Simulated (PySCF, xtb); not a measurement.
C₄H₆O₂, SMILES O=CC1COC1.

GFN2-xTB run with xtb at its own geometry gives an orbital gap of 3.51 eV and a dipole moment of 1.11 D.

Geometry optimised at ωB97X-D3(BJ)/def2-SVP. One conformer was computed; it need not be the lowest.

Task: What does ωB97X/def2-TZVP in PySCF give? (Estimate from the structure and the level; the computed values follow.)

Result: gap 11.25 eV (levels -9.97 and 1.28 eV), dipole 1.33 D.
